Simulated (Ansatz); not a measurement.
Born–Oppenheimer molecular dynamics of C₃H₃BFNO (10 atoms, charge 0, multiplicity 1). It starts from a relaxed structure.

Theory: Ansatz 0.2.0, RKS B3LYP-D4/STO-3G.

- ensemble: NVE (velocity Verlet)
- time step: 0.5 fs
- steps asked: 485
- starting velocities drawn for: 300 K
- seed: 177225

First frame:

```xyz
10
Properties=species:S:1:pos:R:3
B -1.348 1.242 -0.472
C -0.435 0.347 0.417
N -0.631 0.390 1.766
C 0.574 -0.486 -0.200
C 1.566 -1.346 -0.403
F 2.504 -2.214 -0.015
O 1.140 -0.844 -1.690
H -2.161 1.911 0.044
H -1.222 1.244 -1.638
H 0.095 -0.294 2.194
```

(1) How far do the bonds stretch over the last three quarters of this one trajectory? (Pairs bonded in most of those frames.)

Results:

(1) 
```csv
bond,mean (Å),spread (Å),shortest,longest
B1–C2,1.561,0.024,1.51,1.61
B1–H8,1.175,0.027,1.13,1.22
B1–H9,1.175,0.025,1.13,1.22
C2–N3,1.365,0.017,1.34,1.40
C2–C4,1.450,0.021,1.40,1.48
N3–H10,1.088,0.025,1.05,1.12
C4–C5,1.331,0.012,1.31,1.36
C4–O7,1.636,0.035,1.59,1.72
C5–F6,1.339,0.019,1.30,1.37
C5–O7,1.447,0.029,1.38,1.50
```

Mean temperature of the second half: 150 K. The conserved energy stayed within 0.19 meV per atom of its start (net change 0.1 meV per atom), so the integration is sound. The temperature averaged 0.50 of the 300 K drawn at the start: a run that starts near a minimum puts about half its kinetic energy into the potential. A run of 0.24 ps of so small a system gives no equilibrium averages. Limits of this set-up: minimal basis.

The run took 21 min on 1 thread of Arm Neoverse V1, on a shared host, peak memory 0.1 GiB.
